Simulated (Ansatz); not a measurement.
Reaction (cleavage of the Si–Si bond): `[SiH3][SiH2]Br` + `N[SiH3]` → `[SiH3]N[SiH2]Br` + SiH₄

Program: Ansatz. Geometries: PBE0-D4/def2-TZVP. ΔE: electronic, gas phase. CCSD(T)/CBS adds triple-zeta CCSD(T) − MP2 to the extrapolated MP2 energy (def2 sets, frozen cores). This one scheme is used for every species. For Br outer-core shells are correlated without core-valence functions, which leaves a few kJ/mol of doubt a bond. Scalar relativity is left out up to krypton. Each species was taken in one conformer, which may not be the lowest.

```
          species  HF/CBS(def2) energy (Eh)
 `[SiH3][SiH2]Br`               -3153.33282
        `N[SiH3]`                -346.36472
`[SiH3]N[SiH2]Br`               -3208.46028
             SiH₄                -291.26912
```

(1) Work out ΔE.

Largest T1 diagnostic among the species: 0.011.

## Answers

(1) ΔE = (-3208.46028) + (-291.26912) − (-3153.33282) − (-346.36472) = -0.03186 Eh = -20.0 kcal/mol. CCSD(T)/CBS gives -17.3 kcal/mol.

The D4 term adds −1.1 kcal/mol with B3LYP and −0.6 kcal/mol with PBE0; it sums over pairs of atoms, weighted by their polarisabilities, and B3LYP, whose exchange is more repulsive, gets the larger term. From BLYP to BHLYP (50 % exact exchange), in def2-TZVPP and without D4, ΔE moves by −2.8 kcal/mol. At CCSD(T), def2-SVP lies −0.9 kcal/mol from the extrapolated value and def2-TZVPP −0.4 kcal/mol.

B3LYP here is the variant with VWN-RPA as its local correlation; programs differ in this.
